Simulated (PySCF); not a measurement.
All values below come from r2SCAN-D4/def2-TZVP (PySCF 2.14.0). Gas-phase values, no solvent. 

Reference species (SMILES): `F[Si](F)[GeH3]` (neutral, multiplicity 2).

| Item | Value |
|---|---|
| dipole moment | 1.53 D |

Changed species: `F[Si](F)Cl` (radical fragment; the reference has radical fragment).

**Question.** Predict the effect on the dipole moment.

**Answer.** the dipole moment falls by 0.57 D, to 0.96 D.
